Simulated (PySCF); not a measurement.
# FeF₃, sextet: computed properties

Level of theory: UPBE0 in PySCF with Fe def2-SVP, F def2-SVP; no relativity; density-fitted integrals.

The structure is a minimum.

Z-matrix (Å, degrees; charge 0 multiplicity 6):
```
Fe
F  1 1.7483
F  1 1.7483 2 120.00
F  1 1.7483 2 120.00 3 180.00
```

```
Point group                                                                   : D3h
Bond lengths                                                                  : Fe–F 1.748 Å (×3)
Bond angles                                                                   : F–Fe–F 120.0° (×3)
Principal quadrupole moments (Buckingham, traceless) about the centre of mass : -5.17, -5.17, 10.35 D Å
Atomisation energy without zero-point energy                                  : 1309 kJ/mol
Enthalpy at 298.15 K above 0 K                                                : 16.00 kJ/mol
Rotational constants                                                          : 0.1935, 0.1935, 0.09677 cm⁻¹
Dipole moment                                                                 : 0.00 D
Heat capacity Cp at 298.15 K                                                  : 67.5 J/(mol K)
Principal polarisabilities                                                    : 11.0, 26.0, 26.0 bohr³
Highest occupied level (α)                                                    : -10.16 eV
Rotational symmetry number                                                    : 6
Lowest empty level (β)                                                        : -5.11 eV
Zero-point energy                                                             : 15.2 kJ/mol
Entropy at 298.15 K and 1 bar (electronic part: spin only)                    : 314.2 J/(mol K)
Spin squared ⟨S²⟩                                                             : 8.757
```

Harmonic modes (masses in u: Fe 55.935, F 18.998):
```json
{"symmetry": "a2''", "ω (cm⁻¹)": "111", "IR (km/mol, summed over degenerate members)": "75.0"}
{"symmetry": "e'", "ω (cm⁻¹)": "154", "IR (km/mol, summed over degenerate members)": "29.0"}
{"symmetry": "a1'", "ω (cm⁻¹)": "649", "IR (km/mol, summed over degenerate members)": "0.0"}
{"symmetry": "e'", "ω (cm⁻¹)": "740", "IR (km/mol, summed over degenerate members)": "273"}
```

In D3h the vibrations span a2'' + 2e' + a1'. The a1' mode carries no infrared intensity, as symmetry demands.

Charges (e):
| atom | Mulliken | Löwdin | polar tensor | spin (Mulliken) | Mayer order to Fe1 |
| --- | --- | --- | --- | --- | --- |
| Fe1 | 1.34 | 0.95 | 1.83 | 4.23 | – |
| F2,3,4 | -0.45 | -0.32 | -0.61 | 0.26 | 0.93 |

Mulliken populations on Fe1: s 6.28, p 12.50, d 5.87, f 0.00.

Outer orbital energies (eV). α occupied: -12.35, -12.35, -12.25, -11.61, -11.31, -11.31, -10.16, -10.16; empty: -0.91, 1.05, 3.37, 5.32. β occupied: -12.74, -12.74, -11.65, -11.65, -11.58, -11.58, -11.36, -10.89; empty: -5.11, -4.71, -4.71, -3.33.

Formally Fe is in oxidation state +3, d5, with 5 unpaired electrons (the high-spin count). The Mulliken spin on Fe is 4.23. The polar-tensor charge on Fe, 1.83, is below the formal one.

This need not be the most stable arrangement of these atoms. Other spin states or occupations of the open shell can lie lower.

The final relaxation and frequency run took roughly 50 core-seconds on a shared host.
